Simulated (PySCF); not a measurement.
Cu: excitation energy

Cu [Ar] 3d10 4s1 (2S) → Cu [Ar] 3d9 4s1 4p1 (high-spin determinant), as a difference of total energies. Calculation: PySCF 2.14, in aug-cc-pVTZ-DK; the spin-free X2C one-electron Hamiltonian (Gaussian nucleus). Correlated levels: valence: [Ar] frozen. The calculations carry no spin-orbit coupling.

```
           method  excitation energy (eV)
              UHF                   2.034
    MP2 (valence)                   5.632
SCS-MP2 (valence)                   5.297
   CCSD (valence)                   4.487
CCSD(T) (valence)                   4.782
```

**Question.** How much does correlation contribute at CCSD(T) (valence)?

**Answer.** 4.782 − (2.034) = 2.748 eV, measured against UHF.

The determinant of the upper state mixes LS terms, which raises its energy above the lowest term, most at the Hartree-Fock and MP2 levels.
